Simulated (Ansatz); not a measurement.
This geometry of CH₆Ge (8 atoms, charge 0, multiplicity 1) is a first-order saddle point.

Level of theory: RKS BHLYP-D4/def2-SVP (Ansatz 0.2.0).

```xyz
8
Properties=species:S:1:pos:R:3
Ge -0.331 -0.052 0.399
H 0.768 -0.205 1.469
C 1.992 0.001 0.419
H 2.419 -0.969 0.667
H 2.143 0.234 -0.632
H 2.400 0.790 1.049
H -0.337 1.333 -0.260
H -0.265 -1.132 -0.688
```

Problem. Which two structures does it join? (They come from a converged band through this point; their orientation in space is the band's.)

Solution. Bonds broken: Ge1–H2, Ge1–C3. Bonds formed: H2–C3. CH6Ge becomes CH4 + GeH2.

Initial state:

```xyz
8
Properties=species:S:1:pos:R:3
Ge 0.182 -0.027 0.360
H -0.256 -0.295 1.805
C 2.130 0.030 0.239
H 2.560 -0.922 0.558
H 2.443 0.224 -0.789
H 2.528 0.822 0.878
H -0.421 1.309 -0.094
H -0.376 -1.142 -0.534
```

Final state:

```xyz
8
Properties=species:S:1:pos:R:3
Ge -0.933 0.083 0.313
H 1.331 -0.230 1.398
C 2.162 -0.049 0.705
H 2.701 -0.986 0.560
H 1.810 0.316 -0.262
H 2.816 0.700 1.154
H -0.537 1.220 -0.718
H -0.561 -1.053 -0.727
```

Problem. How far does it lie above each of them?

Solution. 2.98 eV above the first and 1.60 eV above the second. This is the barrier of this one path; another mechanism may lie lower. The orbitals stay closed-shell, which can raise the energy where a bond breaks towards radicals; this wasn't checked here.

Run time: 7.8 min on 1 thread of Arm Neoverse V1 (shared host), peak memory 0.15 GiB.
